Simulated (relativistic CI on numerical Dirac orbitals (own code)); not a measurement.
Slater and spin-orbit integrals, Bi XLIII

Computed by Dirac-Coulomb-Breit CI, KLI orbitals optimised for each configuration, QED by a radiative potential, unscaled Slater integrals (own radial code, finite nucleus).

Slater integrals F^k, G^k are unscaled and averaged over j, outside the closed core [Ar] 3d10; ζ comes from projecting the Hamiltonian with its Breit term on Σ l·s of the shell.

- 4s²4p⁶4d⁵: F^2(4d,4d) = 277520, F^4(4d,4d) = 189050, ζ(4d) = 107450 cm⁻¹; <r>(4d) = 0.3606, <r^2>(4d) = 0.1487 (bohr units).
- 4s²4p⁶4d⁴4f: F^2(4d,4d) = 277360, F^4(4d,4d) = 188940, ζ(4d) = 107330, F^2(4d,4f) = 279940, F^4(4d,4f) = 181900, G^1(4d,4f) = 279630, G^3(4d,4f) = 195490, G^5(4d,4f) = 144470, ζ(4f) = 20631 cm⁻¹; <r>(4d) = 0.3608, <r^2>(4d) = 0.1489, <r>(4f) = 0.3348, <r^2>(4f) = 0.1268 (bohr units).
- 4s²4p⁵4d⁶: ζ(4p) = 874730, F^2(4d,4d) = 277460, F^4(4d,4d) = 189000, F^2(4p,4d) = 277970, G^1(4p,4d) = 343630, G^3(4p,4d) = 220330, ζ(4d) = 107090 cm⁻¹; <r>(4p) = 0.3599, <r^2>(4p) = 0.1469, <r>(4d) = 0.3606, <r^2>(4d) = 0.1488 (bohr units).

Give the Racah parameters of the d shell in 4s²4p⁶4d⁵.

B = F²/49 − 5F⁴/441 = 3520 cm⁻¹ and C = 35F⁴/441 = 15004 cm⁻¹.

Averages of the first 9 configurations, taken without configuration mixing, which lowers the lowest level and can move excited configurations by several eV; other configurations of the list can lie among them:

```tsv
Configuration	Parity	States	Average energy above the lowest level (eV)
4s²4p⁶4d⁵	even	252	69.9
4s²4p⁶4d⁴4f	odd	2940	327.5
4s²4p⁵4d⁶	odd	1260	352.0
4s4p⁶4d⁵4f	odd	7056	853.2
4p⁶4d⁷	even	120	1131.6
4p⁵4d⁸	odd	270	1410.1
4s²4p⁶4d³5s²	even	120	1361.1
4s²4p⁶4d²4f5s²	odd	630	1617.6
4s4p⁶4d³4f5s²	odd	3360	2144.1
```
